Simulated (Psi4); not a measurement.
F3MoO, charge +2, quartet, geometry from GFN2-xTB of the parent state (such geometries of metal compounds can be far from the true shape) (the multiplicity is a formal guess) (core potentials on Mo); M06-2X/def2-SVP (Psi4 1.11).

The Psi4 input:
```
memory 2 GB

molecule mol {
2 4
Mo    0.010061    0.005173   -0.011636
O     1.014249    0.521513   -1.172991
F     0.937270   -0.852367    1.142779
F    -1.156663   -1.013186   -0.739280
F    -0.729115    1.377843    0.693462
}

set {
  basis def2-svp
  reference uks
}

energy('m06-2x')
print_variables()
```

Q: Write the output that Psi4 gives for this input, abridged.

A: 
```
   => Loading Basis Set <=

    Name: DEF2-SVP
    Role: ORBITAL
    Keyword: BASIS

    !!!  WARNING: ECP capability is in beta. Please check occupations closely.  !!!

         ---------------------------------------------------------
                                   SCF
               by Justin Turney, Rob Parrish, Andy Simmonett
                          and Daniel G. A. Smith
                              UKS Reference
         ---------------------------------------------------------

  ==> Geometry <==

    Molecular point group: c1
    Full point group: C1

    Geometry (in Angstrom), charge = 2, multiplicity = 4:

       Center              X                  Y                   Z               Mass
    ------------   -----------------  -----------------  -----------------  -----------------
         MO           0.014814108266     0.007617128539    -0.017132862046    97.905404820000
         O            1.019002108266     0.523957128539    -1.178487862046    15.994914619570
         F            0.942023108266    -0.849922871461     1.137282137954    18.998403162730
         F           -1.151909891734    -1.010741871461    -0.744776862046    18.998403162730
         F           -0.724361891734     1.380287128539     0.687965137954    18.998403162730

  Running in c1 symmetry.

  Rotational constants: A =      0.12656  B =      0.12656  C =      0.11158 [cm^-1]
  Rotational constants: A =   3794.29010  B =   3794.28846  C =   3344.97536 [MHz]
  Nuclear repulsion =  241.523718398835030

  Charge       = 2
  Multiplicity = 4
  Electrons    = 47
  Nalpha       = 25
  Nbeta        = 22

  ==> Algorithm <==

  SCF Algorithm Type is DF.
  DIIS enabled.
  MOM disabled.
  Fractional occupation disabled.
  Guess Type is SAD.
  Energy threshold   = 1.00e-06
  Density threshold  = 1.00e-06
  Integral threshold = 1.00e-12

  ==> Primary Basis <==

  Basis Set: DEF2-SVP
    Blend: DEF2-SVP
    Number of shells: 35
    Number of basis functions: 87
    Number of Cartesian functions: 96
    Spherical Harmonics?: true
    Max angular momentum: 3

  Core potential: DEF2-SVP
    Number of shells: 4
    Number of ECP primitives: 14
    Number of ECP core electrons: 28
    Max angular momentum: 3

  ==> DFT Potential <==

   => LibXC <=

    Version 7.1.2
    S. Lehtola, C. Steigemann, M. J. T. Oliveira, and M. A. L. Marques,  SoftwareX 7, 1–5 (2018) (10.1016/j.softx.2017.11.002)

   => Composite Functional: M06-2X <=

    Hybrid M06-2X Meta-GGA XC Functional  (10.1007/s00214-007-0310-x)
    Y. Zhao and D. G. Truhlar,  Theor. Chem. Acc., 120, 215, 2008

    Deriv               =              1
    GGA                 =           TRUE
    Meta                =           TRUE

    Exchange Hybrid     =           TRUE
    MP2 Hybrid          =          FALSE

   => Exchange Functionals <=

    1.0000   XC_HYB_MGGA_X_M06_2X

   => Exact (HF) Exchange <=

    0.5400               HF

   => Correlation Functionals <=

    1.0000   XC_MGGA_C_M06_2X

   => LibXC Density Thresholds  <==

    XC_MGGA_C_M06_2X:  1.00E-12
    XC_HYB_MGGA_X_M06_2X:  1.00E-15

   => Molecular Quadrature <=

    Radial Scheme          =       TREUTLER
    Pruning Scheme         =           NONE
    Nuclear Scheme         =       TREUTLER

    Blocking Scheme        =         OCTREE
    BS radius alpha        =              1
    Pruning alpha          =              1
    Radial Points          =             75
    Spherical Points       =            302
    Total Points           =         109313
    Total Blocks           =            879
    Max Points             =            256
    Max Functions          =             85
    Weights Tolerance      =       1.00E-15

   => Loading Basis Set <=

    Name: (DEF2-SVP AUX)
    Role: JKFIT
    Keyword: DF_BASIS_SCF

  ==> Integral Setup <==

  SCF_SUBTYPE=INCORE selected. In-core MEM_DF algorithm will be used.
  Using in-core AOs.

  ==> MemDFJK: Density-Fitted J/K Matrices <==

    J tasked:                   Yes
    K tasked:                   Yes
    wK tasked:                   No
    Algorithm:                 Core
    Schwarz Cutoff:           1E-12
    Mask sparsity (%):       1.6383
    Fitting Condition:        1E-10

   => Auxiliary Basis Set <=

  Basis Set: (DEF2-SVP AUX)
    Blend: DEF2-UNIVERSAL-JKFIT
    Number of shells: 149
    Number of basis functions: 563
    Number of Cartesian functions: 756
    Spherical Harmonics?: true
    Max angular momentum: 6

  Minimum eigenvalue in the overlap matrix is 1.3523644671E-02.
  Reciprocal condition number of the overlap matrix is 3.4815514847E-03.
    Using symmetric orthogonalization.

  ==> Pre-Iterations <==

  SCF Guess: Superposition of Atomic Densities via on-the-fly atomic UHF (no occupation information).

   -------------------------
    Irrep   Nso     Nmo
   -------------------------
     A         87      87
   -------------------------
    Total      87      87
   -------------------------

  ==> Iterations <==

                           Total Energy        Delta E     RMS |[F,P]|

   @DF-UKS iter SAD:  -441.88627150654651   -4.41886e+02   0.00000e+00
   @DF-UKS iter   1:  -440.71393901184990    1.17233e+00   1.09758e-02 ADIIS/DIIS
   @DF-UKS iter   2:  -436.70236904462274    4.01157e+00   3.94033e-02 ADIIS/DIIS
   @DF-UKS iter   3:  -441.01366380305478   -4.31129e+00   7.58655e-03 ADIIS/DIIS
   @DF-UKS iter   4:  -441.14294118450937   -1.29277e-01   3.58764e-03 ADIIS/DIIS
   @DF-UKS iter   5:  -441.17575479298176   -3.28136e-02   1.34469e-03 ADIIS/DIIS
   @DF-UKS iter   6:  -441.18166207042987   -5.90728e-03   4.17180e-04 ADIIS/DIIS
   @DF-UKS iter   7:  -441.18368811412665   -2.02604e-03   1.75947e-04 ADIIS/DIIS
   @DF-UKS iter   8:  -441.18461506362479   -9.26949e-04   1.27274e-04 ADIIS/DIIS
   @DF-UKS iter   9:  -441.18517934819528   -5.64285e-04   1.04707e-04 ADIIS/DIIS
   @DF-UKS iter  10:  -441.18557576246707   -3.96414e-04   9.75468e-05 DIIS
   @DF-UKS iter  11:  -441.18604100830066   -4.65246e-04   8.70718e-05 DIIS
   @DF-UKS iter  12:  -441.18626419756902   -2.23189e-04   8.74601e-05 DIIS
   @DF-UKS iter  13:  -441.18548691828374    7.77279e-04   8.04905e-05 DIIS
   @DF-UKS iter  14:  -441.18384038620405    1.64653e-03   8.42799e-05 DIIS
   @DF-UKS iter  15:  -441.18393075400883   -9.03678e-05   7.36527e-05 DIIS
   @DF-UKS iter  16:  -441.18353995457761    3.90799e-04   8.01877e-05 DIIS
   @DF-UKS iter  17:  -441.18355831343740   -1.83589e-05   5.13480e-05 DIIS
   @DF-UKS iter  18:  -441.18365916303469   -1.00850e-04   5.49597e-05 DIIS
   @DF-UKS iter  19:  -441.18374745227015   -8.82892e-05   5.88799e-05 DIIS
   @DF-UKS iter  20:  -441.18370105340074    4.63989e-05   6.21905e-05 DIIS
   @DF-UKS iter  21:  -441.18299778670695    7.03267e-04   5.25230e-05 DIIS
   @DF-UKS iter  22:  -441.18267692697486    3.20860e-04   5.51216e-05 DIIS
   @DF-UKS iter  23:  -441.18268281898918   -5.89201e-06   3.77821e-05 DIIS
   @DF-UKS iter  24:  -441.18253222205794    1.50597e-04   2.74532e-05 DIIS
   @DF-UKS iter  25:  -441.18254037934537   -8.15729e-06   2.44166e-05 DIIS
   @DF-UKS iter  26:  -441.18254141646923   -1.03712e-06   9.99560e-06 DIIS
   @DF-UKS iter  27:  -441.18254156077029   -1.44301e-07   1.11582e-05 DIIS
   @DF-UKS iter  28:  -441.18254196738377   -4.06613e-07   6.30575e-06 DIIS
   @DF-UKS iter  29:  -441.18254317318252   -1.20580e-06   5.33214e-06 DIIS
   @DF-UKS iter  30:  -441.18254403903501   -8.65852e-07   4.52251e-06 DIIS
   @DF-UKS iter  31:  -441.18254516766672   -1.12863e-06   3.38727e-06 DIIS
   @DF-UKS iter  32:  -441.18254595963145   -7.91965e-07   3.39930e-06 DIIS
   @DF-UKS iter  33:  -441.18254639218691   -4.32555e-07   3.37624e-06 DIIS
   @DF-UKS iter  34:  -441.18254648528386   -9.30970e-08   3.37314e-06 DIIS
   @DF-UKS iter  35:  -441.18254601375287    4.71531e-07   3.46261e-06 DIIS
   @DF-UKS iter  36:  -441.18254578376076    2.29992e-07   3.48647e-06 DIIS
   @DF-UKS iter  37:  -441.18254560757106    1.76190e-07   3.37505e-06 DIIS
   @DF-UKS iter  38:  -441.18254551816284    8.94082e-08   3.19241e-06 DIIS
   @DF-UKS iter  39:  -441.18254467837721    8.39786e-07   3.42991e-06 DIIS
   @DF-UKS iter  40:  -441.18254034246746    4.33591e-06   3.14260e-06 DIIS
   @DF-UKS iter  41:  -441.18253651042943    3.83204e-06   2.91731e-06 DIIS
   @DF-UKS iter  42:  -441.18252957540932    6.93502e-06   2.42415e-06 DIIS
   @DF-UKS iter  43:  -441.18252621808841    3.35732e-06   2.22561e-06 DIIS
   @DF-UKS iter  44:  -441.18252517095885    1.04713e-06   1.70253e-06 DIIS
   @DF-UKS iter  45:  -441.18252337506084    1.79590e-06   1.51749e-06 DIIS
   @DF-UKS iter  46:  -441.18252347306480   -9.80040e-08   1.38699e-06 DIIS
   @DF-UKS iter  47:  -441.18252340739917    6.56656e-08   1.50565e-06 DIIS
   @DF-UKS iter  48:  -441.18252338821486    1.91843e-08   1.49222e-06 DIIS
   @DF-UKS iter  49:  -441.18252303593141    3.52283e-07   1.51655e-06 DIIS
   @DF-UKS iter  50:  -441.18252303693004   -9.98625e-10   1.37580e-06 DIIS
   @DF-UKS iter  51:  -441.18252251791012    5.19020e-07   1.20159e-06 DIIS
   @DF-UKS iter  52:  -441.18252271692296   -1.99013e-07   1.18261e-06 DIIS
   @DF-UKS iter  53:  -441.18252226378723    4.53136e-07   9.99002e-07 DIIS
  Energy and wave function converged.

  ==> Post-Iterations <==

   Electrons on quadrature grid:
      Nalpha   =   24.9999859138 ; deviation = -1.409e-05
      Nbeta    =   21.9999876685 ; deviation = -1.233e-05
      Ntotal   =   46.9999735823 ; deviation = -2.642e-05

   @Spin Contamination Metric:   4.684795155E-02
   @S^2 Expected:                3.750000000E+00
   @S^2 Observed:                3.796847952E+00
   @S   Expected:                1.500000000E+00
   @S   Observed:                1.500000000E+00

    Orbital Energies [Eh]
    ---------------------

    Alpha Occupied:

[...]
      25A     -0.843409

    Alpha Virtual:

[...]
    Beta Occupied:

[...]
      22A     -1.027134

    Beta Virtual:

[...]
    Final Occupation by Irrep:
              A
    DOCC [    22 ]
    SOCC [     3 ]
    NA   [    25 ]
    NB   [    22 ]

  @DF-UKS Final Energy:  -441.18252226378723

   => Energetics <=

    Nuclear Repulsion Energy =            241.5237183988350296
    One-Electron Energy =               -1089.1848275933139121
    Two-Electron Energy =                 429.0910719598426226
    DFT Exchange-Correlation Energy =     -22.6124850291510242
    Empirical Dispersion Energy =           0.0000000000000000
    VV10 Nonlocal Energy =                  0.0000000000000000
    Total Energy =                       -441.1825222637872344

  UHF NO Occupations:
  HONO-2 :   23  A 1.0000000
  HONO-1 :   24  A 1.0000000
  HONO-0 :   25  A 1.0000000
  LUNO+0 :   26  A 0.0117116
  LUNO+1 :   27  A 0.0083858
  LUNO+2 :   28  A 0.0019710
  LUNO+3 :   29  A 0.0005425

Computation Completed

Properties will be evaluated at   0.000000,   0.000000,   0.000000 [a0]

Properties computed using the SCF density matrix

 Multipole Moments:

 ------------------------------------------------------------------------------------
     Multipole            Electronic (a.u.)      Nuclear  (a.u.)        Total (a.u.)
 ------------------------------------------------------------------------------------

 L = 1.  Multiply by 2.5417464519 to convert [e a0] to [Debye]
 Dipole X            :          0.8804036           -0.0922634            0.7881402
 Dipole Y            :          0.3910071           -0.0474353            0.3435718
 Dipole Z            :         -1.0024624            0.1067143           -0.8957482
 Magnitude           :                                                    1.2416003

 ------------------------------------------------------------------------------------

  Variable Map:
  ----------------------------------------------------------------------------
[...]
  Array Variable Map:
  ----------------------------------------------------------------------------
[...]
[...]
```
